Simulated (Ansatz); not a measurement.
Molecule: C2H7BN, net charge 0, doublet state. It need not be the lowest isomer of its formula. 
Coordinates optimised at B3LYP-D3(BJ)/def2-TZVP (Ansatz, an electronic-structure program):
```
B
N 1 1.3791
H 2 1.0078 1 136.33
C 1 1.5915 2 120.22 3 -93.15
H 4 1.0893 1 114.17 2 5.34
H 4 1.0941 5 108.38 1 122.57
H 4 1.0943 5 108.66 6 115.35
C 1 1.5917 2 120.15 3 92.59
H 8 1.0894 1 114.17 2 -7.81
H 8 1.0940 9 108.76 1 122.43
H 8 1.0942 9 108.27 10 115.36
```
Charge 0, spin multiplicity 2.

Total electronic energies in hartree. Valence correlation only, unless marked. UHF or UKS for open shells. Spin-orbit coupling is left out. No relativistic terms. CBS marks a two-point X^-3 extrapolation of the correlation energy; Hartree-Fock from the larger set.

```
level                                        program  energy (Eh)
------------------------------------  --------------  -----------
PBE/def2-TZVPD                                Ansatz   -159.83974
revPBE/def2-TZVPD                             Ansatz   -160.01879
r2SCAN-D3(BJ)/def2-TZVPD              Ansatz + dftd3   -159.97164
BHLYP-D3(BJ)/def2-TZVPD               Ansatz + dftd3   -159.98221
BHLYP/def2-TZVPD                              Ansatz   -159.97373
r2SCANh/def2-TZVPD                            Ansatz   -159.96379
wB97X-V/def2-TZVPD                            Ansatz   -160.01641
RPA@PBE/cc-pVTZ                               Ansatz   -160.05345
MP2/6-31G                                     Ansatz   -159.19954
SCS-MP2/STO-3G                                Ansatz   -157.18848
SCS-MP2/cc-pVDZ                               Ansatz   -159.46302
CCSD/cc-pVTZ                                  Ansatz   -159.68028
CCSD/aug-cc-pVQZ                              Ansatz   -159.72836
CCSD(T)/aug-cc-pVQZ                           Ansatz   -159.75740
CCSD(T)/CBS(aug-cc-pVTZ,aug-cc-pVQZ)          Ansatz    -159.7792
```

Totals of different functionals don't rank their quality; only differences between species are comparable.
